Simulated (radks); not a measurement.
Question: The mean radii <r> (bohr) of the occupied orbitals of an atom or ion are listed with their occupations. All-electron calculation, Dirac Kohn-Sham, exchange-only PBE, spin-unpolarised, spherical densities, finite nucleus; Fermi nuclear charge, rms radius of each element as measured or else 0.836 A^(1/3) + 0.57 fm. Program: a radial shooting solver on a logarithmic mesh with Libxc functionals.

orbital  occ.      <r>
1s1/2       2  0.05213
2s1/2       2   0.2350
2p1/2       2   0.2042
2p3/2       4   0.2075
3s1/2       2   0.7053
3p1/2       2   0.7300
3p3/2       4   0.7399
3d3/2       4   0.8583
3d5/2       4   0.8630

Name the element and its charge. Open shells, if any, fill j = l - 1/2 first.

Answer: Z = 29, copper, charge +3: Cu3+ in [Ar] 3d8. The 1s radius gives Z: for a bare nucleus <r> = (2 gamma + 1)/(2Z) with gamma = sqrt(1 - (Z/c)^2), 0.05094 bohr for Z = 29, and screening makes it slightly larger (0.05213 here). The occupations add up to 26, and the charge is Z minus that.
